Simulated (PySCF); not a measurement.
Method: PBE-D3(BJ)/def2-TZVP // B3LYP-D3(BJ)/def2-SVP in PySCF. Isolated molecules, 0 K electronic values unless said otherwise. One relaxed conformer stands for a flexible species; it need not be the lowest. Delta-SCF ions had no search for a lower state. 

Reference species (SMILES): `C=C(S)c1ccc([SiH3])cc1` (C–C–S–H torsion -11°, S–C–C–C torsion -38°) (neutral, multiplicity 1).

```
Quantity                                  Result
--------------------------------------  --------
LUMO                                    -2.21 eV
vertical ionisation energy (Delta-SCF)   7.88 eV
HOMO                                    -5.46 eV
S1 oscillator strength                     0.055
```

Changed species: `C=C([SiH3])c1ccc(S)cc1` (Si–C–C–C torsion -148°, C–C–S–H torsion -2°).

Task: What does the change do to the LUMO, vertical ionisation energy (Delta-SCF), HOMO and S1 oscillator strength?

Result: the LUMO rises by 0.10 eV, to -2.11 eV; the vertical ionisation energy (Delta-SCF) decreases by 0.27 eV, to 7.61 eV; the HOMO rises by 0.14 eV, to -5.32 eV; the S1 oscillator strength goes up by 0.241, to 0.296.
